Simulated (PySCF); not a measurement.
**From computed data to an observable: entropy of an ideal gas**

CClF2, SMILES F[C](F)Cl (connectivity only; charge and spin as stated), charge +1, multiplicity 1.

The structure is a stationary point at PBE0-D3(BJ)/def2-TZVP. The spin state was assumed, not searched. The isomer is the one that the SMILES or the coordinates give; other isomers of the formula were not compared.

PySCF 2.14.0 with PBE0-D3(BJ)/def2-TZVP gives the harmonic wavenumbers 427, 529, 699, 843, 1456, 1570 cm⁻¹ and the rotational temperatures 0.5728, 0.2511, 0.1746 K. The molar mass is 85.46 g/mol, the symmetry number 2, the spin multiplicity 1.

### Question
Work out the entropy at 298.15 K and 1 atm in the rigid-rotor, harmonic-oscillator model.

### Answer

Translation (Sackur–Tetrode at 1 atm): S = R[1.5 ln M + 2.5 ln T − 1.16487] = 164.2 J/(mol K).
Rotation: q = (√π/σ) T^1.5/√(θA θB θC) = 28800, S = R[ln q + 3/2] = 97.8 J/(mol K).
Vibration: with u = 1.4388 ν/T, each mode gives R[u/(e^u − 1) − ln(1 − e^−u)]:
```json
[
 {"ν (cm⁻¹)": "427", "modes": "1", "u": "2.06", "S (J/(mol K))": "3.63"},
 {"ν (cm⁻¹)": "529", "modes": "1", "u": "2.55", "S (J/(mol K))": "2.47"},
 {"ν (cm⁻¹)": "699", "modes": "1", "u": "3.37", "S (J/(mol K))": "1.29"},
 {"ν (cm⁻¹)": "843", "modes": "1", "u": "4.07", "S (J/(mol K))": "0.73"},
 {"ν (cm⁻¹)": "1456", "modes": "1", "u": "7.03", "S (J/(mol K))": "0.06"},
 {"ν (cm⁻¹)": "1570", "modes": "1", "u": "7.58", "S (J/(mol K))": "0.04"}
]
```
These are all the modes. Sum 8.2 J/(mol K).
Spin: R ln 1 = 0.0 J/(mol K).
Total 270.3 J/(mol K); the program's own thermochemistry gives 270.3. Translation makes up 61 % and vibration 3 %. Anharmonicity, hindered rotation and orbital degeneracy are left out.
